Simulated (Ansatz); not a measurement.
Consider the ligand exchange at a Ga–N bond: `[NH2][GaH2]` + PH₃ → `[PH2][GaH2]` + NH₃.

Gas-phase electronic energies from Ansatz, PBE0-D4/def2-TZVP geometries. CCSD(T)/CBS adds triple-zeta CCSD(T) − MP2 to the extrapolated MP2 energy (def2 sets, frozen cores). This one scheme is used for every species. Functionals use def2-TZVPP. For Ga outer-core shells are correlated without core-valence functions, which leaves a few kJ/mol of doubt a bond. Scalar relativity is left out up to krypton.

`[NH2][GaH2]`:

Z-matrix (Å, degrees):
```
N
Ga 1 1.813
H 1 1.006 2 124.1
H 1 1.006 2 124.0 3 -180.0
H 2 1.561 1 116.7 3 -180.0
H 2 1.561 1 116.7 3 0.0
```

PH₃:

```xyz
4

P     0.462   -0.069   -0.345
H    -0.572   -1.035   -0.232
H    -0.454    1.007   -0.484
H     0.564    0.098    1.061
```

`[PH2][GaH2]`:

```xyz
6

P    -1.247    0.117    0.616
Ga    0.838    0.407   -0.331
H    -0.873   -0.986    1.426
H    -1.768   -0.668   -0.445
H     0.942    0.772   -1.853
H     2.108    0.358    0.587
```

NH₃:

Cartesian coordinates in Å:
```
N -0.030 -0.268 -0.082
H -0.528 -0.082 0.779
H 0.941 -0.030 0.079
H -0.383 0.380 -0.776
```

CCSD(T)/CBS gives +1.5 kcal/mol.

Problem. Another level gave +2.7 kcal/mol. Which?
A. r2SCAN0/def2-TZVPP
B. RPA@PBE/def2-TZVPP
C. revPBE-D4/def2-TZVPP
D. LDA (SPW92)/def2-TZVPP

Solution. B. RPA@PBE/def2-TZVPP 2.7, r2SCAN0 0.1, revPBE-D4 -1.0, LDA (SPW92) 1.1 kcal/mol.

Largest T1 diagnostic among the species: 0.014.

Leaving LDA and LC-ωPBE aside and taking each functional with its dispersion term where it has one, the values, not all of them listed here, spread over 3.9 kcal/mol, from HSE06-D4 to CAM-B3LYP-D4. LDA lies +1.7 kcal/mol from PBE without D4. At CCSD(T), def2-SVP lies +3.3 kcal/mol from the extrapolated value and def2-TZVPP +0.3 kcal/mol.
